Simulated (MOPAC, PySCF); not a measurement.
C2H5Br2In, SMILES `C[CH2][In]([Br])[Br]` (C–C–In–Br torsion 175°), neutral singlet in the gas phase. 

Cartesian coordinates (Å):
```xyz
10

C     -1.3725     0.4407     0.1040
C     -0.3779    -0.7088     0.0278
In     1.6865    -0.0578    -0.1211
Br     3.6875    -1.5446    -0.0782
Br     2.2633     2.3606    -0.3661
H     -1.3189     1.0971    -0.7783
H     -2.4048     0.0538     0.1630
H     -1.2101     1.0736     0.9901
H     -0.5388    -1.3504    -0.8546
H     -0.4143    -1.3642     0.9134
```
Charge 0, spin multiplicity 1.

All levels are single points at this geometry (r2SCAN-D4/def2-SVP); Pople sets use spherical d functions. Orbital energies aren't observables, and empty levels follow the basis.

```csv
level,HOMO (eV),LUMO (eV),gap (eV),dipole (D),"vertical IE, Delta-SCF (eV)"
r2SCAN-D4/def2-TZVP in PySCF,-7.03,-2.54,4.49,3.95,9.40
B3LYP/LANL2DZ in PySCF,-7.74,-2.10,5.64,4.38,–
BP86/6-31G* (LANL2DZ on In) in PySCF,-6.88,-2.63,4.25,3.99,–
PBE/6-31G* (LANL2DZ on In) in PySCF,-6.77,-2.54,4.24,3.97,9.28
PM3 in MOPAC,-11.24,-3.24,8.00,4.94,–
PM7 in MOPAC,-10.16,-0.98,9.18,3.49,–
```
